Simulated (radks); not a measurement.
The fluorine ion F+ inside a hard spherical wall (all orbitals vanish at R), configuration held at [He] 2s2 2p4 and not refilled when levels cross. Calculated with a radial shooting solver on a logarithmic mesh with Libxc functionals: scalar-relativistic Kohn-Sham, PBEsol, spin-polarised, spherical densities, point nucleus; open shells are filled with parallel spins first. Eigenvalues in eV for spin up, with the zero of energy where the potential of the charges vanishes at infinity; a dash marks a level that is unbound or too diffuse for the functional's potential to be trusted. A positive occupied level is held by the wall or, in an anion where self-interaction has pushed it up, behind a barrier. The pressure on the wall is -dE/dV.

| R (bohr) | E (hartree) | kinetic (hartree) | e(1s) | e(2s) | e(2p) | e(3s, empty) | e(3p, empty) | pressure (GPa) |
|---|---|---|---|---|---|---|---|---|
| free | -98.81103 | 98.730 | -682.23 | -48.751 | -29.831 | - | - | 0 |
| 15 | -98.81103 | 98.730 | -682.23 | -48.751 | -29.831 | - | - | < 0.0001 |
| 10 | -98.81103 | 98.730 | -682.23 | -48.751 | -29.831 | - | - | < 0.0001 |
| 7 | -98.81102 | 98.730 | -682.23 | -48.750 | -29.831 | -6.201 | -3.074 | 0.000206 |
| 6 | -98.81100 | 98.731 | -682.23 | -48.749 | -29.829 | -5.629 | -2.091 | 0.00404 |
| 5 | -98.81069 | 98.734 | -682.20 | -48.730 | -29.809 | -4.069 | 0.153 | 0.0824 |
| 4 | -98.80638 | 98.774 | -681.94 | -48.563 | -29.622 | 0.508 | 5.797 | 1.79 |
| 2.5 | -98.56279 | 100.156 | -675.41 | -44.398 | -24.847 | 37.399 | 42.889 | 252 |
| 2 | -97.82811 | 103.241 | -663.76 | -36.057 | -15.735 | 86.841 | 87.310 | 1610 |
